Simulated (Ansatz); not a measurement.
Calculated with Ansatz (gas phase, PBE0-D4/def2-TZVP geometries, no zero-point term in ΔE). CCSD(T)/CBS adds triple-zeta CCSD(T) − MP2 to the extrapolated MP2 energy (def2 sets, frozen cores). DFT in def2-TZVPP. B3LYP here is the variant with VWN-RPA as its local correlation; programs differ in this. def2 core potentials past Kr. For I outer-core shells are correlated without core-valence functions, which leaves a few kJ/mol of doubt a bond. Each species was taken in one conformer, which may not be the lowest.

Reaction (ligand exchange at the Si–N bond): `BN([SiH3])[SiH2]F` + HI → `F[SiH2]I` + `BN[SiH3]`

```
       level  ΔE (eV)
       B3LYP    -0.35
HF/CBS(def2)    -0.28
```

Question: What does CCSD(T)/CBS give? (Estimate.)

Answer: The calculation gave: -0.27 eV. The listed levels differ from it by -0.08, -0.01 eV.

Largest T1 diagnostic among the species: 0.012.

The D4 term adds +0.08 eV with B3LYP and +0.04 eV with PBE0; it sums over pairs of atoms, weighted by their polarisabilities, and B3LYP, whose exchange is more repulsive, gets the larger term.
